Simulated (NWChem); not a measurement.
System: C$_{2}$H$_{6}$OSe; SMILES [Se](CC)O

```xyz
10

Se    -0.3907    -0.6752    -0.0343
C     -0.3954     1.2240    -0.5875
C      0.3946     2.1379     0.3417
H     -1.4607     1.4848    -0.6155
H     -0.0134     1.2591    -1.6111
H      1.4386     1.8129     0.4004
H     -0.0245     2.1395     1.3533
H      0.3884     3.1684    -0.0361
O      1.4264    -0.9699    -0.1512
H      1.7628    -0.8180     0.7477
```
Atoms are numbered in this order, from 1.

Computed with NWChem. Coordinates come from a B3LYP/6-31G* (spherical d) optimisation. Isolated, static molecule. Spin-orbit effects are missing.

GIAO at PBE0/pcSseg-1: principal shieldings of C2 are 118.0, 146.9, 163.5 ppm; an isolated tetramethylsilane molecule has σ = 185.2 ppm at the same levels.

Problem. Find the isotropic 13C shift, its principal values, the span and the skew.

Solution. 
1. σ(iso) = one third of the sum = 142.8 ppm.
2. δ = σ(reference) − σ = 42.4 ppm against tetramethylsilane.
3. δ11, δ22, δ33 = 67.2, 38.3, 21.7 ppm.
4. Span Ω = δ11 − δ33 = 45.5 ppm; skew κ = 3(δ22 − δ(iso))/Ω = -0.27.
